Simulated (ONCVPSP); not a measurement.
# platinum: variants of one ONCV potential

Base potential:

```json
{"Element": "Pt", "Generator": "ONCVPSP 4.0.1", "Type": "optimised norm-conserving Vanderbilt (ONCV)", "Functional": "PBE", "Relativity": "scalar-relativistic", "Frozen core": "[Kr] 4d10 4f14", "Valence charge": "18", "Reference configuration": "5s2 5p6 5d9 6s1", "Partial waves": "5s+6s: rc 1.60 bohr, ncon 4, nbas 7, qcut 8.2 1/bohr, 2 projectors; 5p: rc 1.85 bohr, ncon 4, nbas 7, qcut 7 1/bohr, 2 projectors, debl 1.3 Ha; 5d: rc 2.10 bohr, ncon 4, nbas 9, qcut 8.1 1/bohr, 2 projectors, debl 3.2 Ha", "Local potential": "polynomial inside 1.25 bohr (lpopt 5, dvloc0 0 Ha)", "Core correction": "none"}
```

In the p channel the program set the typed energies aside and used -2.059, 0.250 Ha.

Cutoffs, loose and tight: the cutoffs (Ha) at which the residual kinetic energy of the hardest occupied pseudo-wave falls to 1 and 0.1 mHa per electron. They do not see the model core or the augmentation charge, which bear on the density cutoff. Test errors are all-electron minus pseudo excitation energies from the reference, over the configurations 5s2 5p6 5d9 6s0; 5s2 5p6 5d8 6s0; 5s2 5p6 5d7 6s0; 5s2 5p6 5d6 6s0. A dash means not determined; rows that change the core or the reference have their own tests.

| change | outcome | cutoff, loose | cutoff, tight | bound ghosts | GHOST(+) flags above zero | largest test error (meV) |
| --- | --- | --- | --- | --- | --- | --- |
| base | generated, projector energies reset by the program | 24 Ha | 28 Ha | none | s | -26 |
| s: qcut 5.6; p: qcut 4.8; d: qcut 5.5 | generated, projector energies reset by the program | 21 Ha | 51 Ha | none | s | +70 |
| s: qcut 6.4; p: qcut 5.4; d: qcut 6.3 | generated, projector energies reset by the program | 18 Ha | 31 Ha | none | s | +19 |
| s: qcut 7.1; p: qcut 6.1; d: qcut 7 | generated, projector energies reset by the program | 20 Ha | 24 Ha | none | s, d | -6.8 |
| s: qcut 9.2; p: qcut 7.9; d: qcut 9.1 | generated, projector energies reset by the program | 27 Ha | 32 Ha | none | s | -35 |
| s: qcut 10; p: qcut 8.5; d: qcut 9.8 | generated, projector energies reset by the program | 31 Ha | 37 Ha | none | s | -37 |
| s: qcut 10.9; p: qcut 9.3; d: qcut 10.8 | generated, projector energies reset by the program | 31 Ha | 37 Ha | none | s | -14 |
| s: qcut 11.6; p: qcut 9.9; d: qcut 11.4 | failed: ERROR pspot: first pseudo wave function has node, program will stop | – | – | – | – | – |
